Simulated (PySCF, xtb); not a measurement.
PGME (C4H10O2), SMILES CC(COC)O.

xtb with GFN2-xTB at its own geometry gives an orbital gap of 11.38 eV and a dipole moment of 2.52 D.

Geometry optimised at PBE-D3(BJ)/def2-SVP. Other conformers were not sampled.

Problem. What does PySCF with r2SCAN/def2-TZVP give? (Estimate from the structure and the level; the computed values follow.)

Solution. gap 7.32 eV (levels -6.35 and 0.97 eV), dipole 2.30 D.
